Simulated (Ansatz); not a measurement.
`CB(S)O[SiH3]` + `O[SiH3]` → `[SiH3]OB(S)O[SiH3]` + CH₄  (ligand exchange at a B–C bond)

Computed with Ansatz on PBE0-D4/def2-TZVP structures; ΔE is electronic, products minus reactants. CCSD(T)/CBS is the MP2 limit (def2-TZVPP, def2-QZVPP) plus CCSD(T) − MP2 in def2-TZVPP, frozen cores. This one scheme is used for every species. Each species was taken in one conformer, which may not be the lowest.

```tsv
species	MP2/CBS(def2) energy (Eh)
`CB(S)O[SiH3]`	-829.12268
`O[SiH3]`	-366.65375
`[SiH3]OB(S)O[SiH3]`	-1155.38617
CH₄	-40.43551
```

Q: Work out ΔE.

A: ΔE = (-1155.38617) + (-40.43551) − (-829.12268) − (-366.65375) = -0.04525 Eh = -1.23 eV. CCSD(T)/CBS gives -1.24 eV.

Largest T1 diagnostic among the species: 0.013.

From PBE to PBE0 (25 % exact exchange), in def2-TZVPP and without D4, ΔE moves by −0.04 eV. The D4 term adds −0.07 eV with B3LYP and −0.04 eV with PBE0; it sums over pairs of atoms, weighted by their polarisabilities, and B3LYP, whose exchange is more repulsive, gets the larger term. In def2-TZVPP, CCSD(T) changes the Hartree–Fock value by +0.14 eV (the triples alone add +0.01 eV) and MP2 by +0.15 eV.

B3LYP here is the variant with VWN-RPA as its local correlation; programs differ in this.
